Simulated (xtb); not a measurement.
C3H9NSi, SMILES NC/C=C/[SiH3]. All values are semi-empirical tight-binding results from xtb (GFN2-xTB unless named), good for trends rather than for accurate numbers. Geometry: GFN2-xTB. The structure was generated by enumeration; whether it is a known compound was not checked. One conformer was computed; it need not be the lowest.

```json
{
  "orbital_gap": "3.73 eV",
  "dipole_moment": "0.96 D",
  "zero_point_energy": "68.5 kcal/mol",
  "G − E(el) at 298.15 K (modified RRHO)": "48.5 kcal/mol",
  "static polarisability (D4 model)": "76.7 bohr³",
  "solvation energy, GFN2-xTB/ALPB(water)": "-2.0 kcal/mol",
  "solvation energy, GFN2-xTB/ALPB(dmf)": "-5.6 kcal/mol"
}
```
